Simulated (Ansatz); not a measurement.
System: sum formula SiBrF2, net charge 1, singlet state. 
Geometry from a B3LYP-D3(BJ)/def2-TZVP (Ansatz, a quantum-chemistry and plane-wave program) optimisation:
```xyz
4

Si    -0.5364     0.6754     0.0925
Br     0.7536    -0.9489    -0.1300
F     -0.0365     2.1264     0.1569
F     -2.0597     0.5132     0.2047
```
Charge +1, spin multiplicity 1.

Parts of the frozen-core correlation energy in STO-3G (Ansatz, hartree). Frozen orbitals: 21; correlated occupied orbitals by spin: 12 and 12; virtual: 4 and 4. No spin-orbit coupling. No relativistic terms.

| term | value |
|---|---|
| reference (HF) | -3026.18546 |
| MP2 opposite-spin | -0.07127 |
| MP2 same-spin | -0.02189 |
| CCSD correlation | -0.10560 |
| (T) | -0.01117 |
| FCI minus CCSD(T) | -0.00128 |
| T1 diagnostic | 0.019 |
| largest doubles amplitude | 0.070 |
